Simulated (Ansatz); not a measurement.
System: C$_{3}$H$_{4}$N (charge -1, singlet). It need not be the lowest isomer of its formula. Whether it binds its extra electron was not tested at this geometry. 
Coordinates optimised at B3LYP-D3(BJ)/def2-TZVP (Ansatz, a first-principles code):
SMILES: [C-]#[N+][CH-]C
```xyz
8

C     -1.5321     0.2026    -0.1431
C     -0.2843    -0.6030    -0.4348
N      0.8479    -0.0527     0.1394
C      1.7907     0.3822     0.6953
H     -1.4956     1.2774    -0.4385
H     -1.7749     0.1967     0.9275
H     -2.3889    -0.2406    -0.6636
H     -0.1219    -0.7548    -1.5056
```
Charge -1, spin multiplicity 1.

Basis-set convergence of Hartree-Fock and MP2 correlation energies (hartree) with Ansatz. Valence correlation only, unless marked. Spin-orbit coupling is left out. No relativistic terms. This anion needs diffuse functions, which these sets lack.

| basis | functions | E(HF) | E(corr, MP2) |
|---|---|---|---|
| cc-pVDZ | - | -170.28816 | -0.57053 |
| cc-pVTZ | 176 | -170.33966 | -0.69924 |
| cc-pVQZ | 340 | … | … |

### Question
What belongs in the gaps?

### Answer

- cc-pVQZ, E(HF): -170.35359
- cc-pVQZ, E(corr, MP2): -0.74499
